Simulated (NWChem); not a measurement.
Everything below was run with NWChem. System: BeO, charge 0, spin multiplicity 1, at a geometry optimised with PBE/def2-SVP. The structure started from a generated list of species. Level: CIS/def2-SVPD.

Part of the output:

```
             Northwest Computational Chemistry Package (NWChem) 7.3.0
             --------------------------------------------------------

                                NWChem Input Module
                                -------------------

 Scaling coordinates for geometry "geometry" by  1.889725989
 (inverse scale =  0.529177249)

 Turning off AUTOSYM since
 SYMMETRY directive was detected!

                             Geometry "geometry" -> ""
                             -------------------------

 Output coordinates in angstroms (scale by  1.889725989 to convert to a.u.)

  No.       Tag          Charge          X              Y              Z
 ---- ---------------- ---------- -------------- -------------- --------------
    1 Be                   4.0000     0.00000000     0.00000000     0.90625300
    2 O                    8.0000     0.00000000     0.00000000    -0.45312600

 Effective nuclear repulsion energy (a.u.)      12.4569174366

            Nuclear Dipole moment (a.u.)
            ----------------------------
        X                 Y               Z
 ---------------- ---------------- ----------------
     0.0000000000     0.0000000000     0.0000075589

      Symmetry information
      --------------------

 Group name             C2v
 Group number             16
 Group order               4
 No. of unique centers     2

      Symmetry unique atoms

     1    2


 Summary of "ao basis" -> "" (spherical)
 ------------------------------------------------------------------------------
       Tag                 Description            Shells   Functions and Types
 ---------------- ------------------------------  ------  ---------------------
 *                         def2-svpd                  on all atoms

  xc_inp: hfexch multiplicative factor not found.

                                 NWChem DFT Module
                                 -----------------

 Summary of "ao basis" -> "ao basis" (spherical)
 ------------------------------------------------------------------------------
       Tag                 Description            Shells   Functions and Types
 ---------------- ------------------------------  ------  ---------------------
 Be                        def2-svpd                 6       12   3s3p
 O                         def2-svpd                 9       23   4s3p2d

 Summary of "ao basis" -> "ao basis" (spherical)
 ------------------------------------------------------------------------------
[...]
  ----------------------------------------------------------------------------
  Root   4 singlet a2             0.208387353 a.u.                5.6705 eV
  ----------------------------------------------------------------------------
     Transition Moments    X -0.00000   Y -0.00000   Z  0.00000
     Transition Moments   XX -0.00000  XY  0.00000  XZ  0.00000
     Transition Moments   YY -0.00000  YZ -0.00000  ZZ  0.00000
     Dipole Oscillator Strength                    0.0000000000
     Electric Quadrupole                           0.0000000000
     Magnetic Dipole                               0.0000000000
     Total Oscillator Strength                     0.0000000000

          sigma_e =   1.9702 Angstrom
          sigma_h =   1.0292 Angstrom
         |d_h->e| =   1.2000 Angstrom
            d_exc =   2.5261 Angstrom
            d_CD1 =   2.1410 Angstrom
            d_CD2 =  -0.2998 Angstrom
            d_CD3 =   3.7261 Angstrom
     Pearson C.C. =   0.0000

     Occ.    5  b2  ---  Virt.    8  b1       0.51248
     Occ.    5  b2  ---  Virt.   13  b1       0.41454
     Occ.    5  b2  ---  Virt.   17  b1       0.20471
     Occ.    5  b2  ---  Virt.   18  b1      -0.14812
     Occ.    6  b1  ---  Virt.    9  b2      -0.51248
     Occ.    6  b1  ---  Virt.   12  b2      -0.41454
     Occ.    6  b1  ---  Virt.   16  b2      -0.20471
     Occ.    6  b1  ---  Virt.   19  b2       0.14812
  ----------------------------------------------------------------------------
  Root   5 singlet a2             0.216974856 a.u.                5.9042 eV
  ----------------------------------------------------------------------------
     Transition Moments    X  0.00000   Y -0.00000   Z -0.00000
     Transition Moments   XX -0.00000  XY  1.09854  XZ  0.00000
     Transition Moments   YY  0.00000  YZ  0.00000  ZZ -0.00000
     Dipole Oscillator Strength                    0.0000000000
     Electric Quadrupole                           0.0000000656
     Magnetic Dipole                               0.0000000000
     Total Oscillator Strength                     0.0000000656

          sigma_e =   2.0310 Angstrom
          sigma_h =   1.0292 Angstrom
         |d_h->e| =   1.2390 Angstrom
            d_exc =   2.5916 Angstrom
            d_CD1 =   2.2407 Angstrom
            d_CD2 =  -0.2911 Angstrom
            d_CD3 =   3.8305 Angstrom
     Pearson C.C. =   0.0007

     Occ.    5  b2  ---  Virt.    8  b1      -0.52731
     Occ.    5  b2  ---  Virt.   13  b1      -0.40769
     Occ.    5  b2  ---  Virt.   17  b1      -0.18958
     Occ.    5  b2  ---  Virt.   18  b1       0.13611
     Occ.    6  b1  ---  Virt.    9  b2      -0.52731
     Occ.    6  b1  ---  Virt.   12  b2      -0.40769
     Occ.    6  b1  ---  Virt.   16  b2      -0.18958
     Occ.    6  b1  ---  Virt.   19  b2       0.13611
  ----------------------------------------------------------------------------
  Root   6 singlet a1             0.216974856 a.u.                5.9042 eV
  ----------------------------------------------------------------------------
     Transition Moments    X -0.00000   Y -0.00000   Z -0.00000
     Transition Moments   XX -1.09851  XY -0.00000  XZ  0.00000
     Transition Moments   YY  1.09855  YZ -0.00000  ZZ -0.00002
     Dipole Oscillator Strength                    0.0000000000
     Electric Quadrupole                           0.0000000656
     Magnetic Dipole                               0.0000000000
     Total Oscillator Strength                     0.0000000656

          sigma_e =   2.0310 Angstrom
          sigma_h =   1.0292 Angstrom
         |d_h->e| =   1.2390 Angstrom
            d_exc =   2.5916 Angstrom
            d_CD1 =   2.2407 Angstrom
            d_CD2 =  -0.2911 Angstrom
            d_CD3 =   3.8306 Angstrom
     Pearson C.C. =   0.0007

     Occ.    5  b2  ---  Virt.    9  b2      -0.52731
     Occ.    5  b2  ---  Virt.   12  b2      -0.40769
     Occ.    5  b2  ---  Virt.   16  b2      -0.18958
     Occ.    5  b2  ---  Virt.   19  b2       0.13611
     Occ.    6  b1  ---  Virt.    8  b1       0.52730
     Occ.    6  b1  ---  Virt.   13  b1       0.40770
     Occ.    6  b1  ---  Virt.   17  b1       0.18957
     Occ.    6  b1  ---  Virt.   18  b1      -0.13611

              Target root =      1
          Target symmetry = none
      Ground state energy =    -89.329387101124
        Excitation energy =      0.094130026231
     Excited state energy =    -89.235257074893

  stored tddft:energy   -89.235257074892871

 Task  times  cpu:        3.6s     wall:        3.6s

 Total times  cpu:        3.7s     wall:        3.7s
```

**Question.** Write an NWChem input that would produce this output.

**Answer.** Several could match; the one computed here: 
```
start mol
memory heap 200 mb stack 900 mb global 1100 mb
geometry units angstroms nocenter noautoz
  Be     0.000000     0.000000     0.906253
  O      0.000000     0.000000    -0.453126
  symmetry group C2v
end
basis spherical
  * library def2-svpd
end
dft
  xc hfexch
  semidirect memsize 60000000 filesize 0
  iterations 100
end
tddft
  cis
  nroots 6
  notriplet
  thresh 1e-4
end
task tddft energy
```
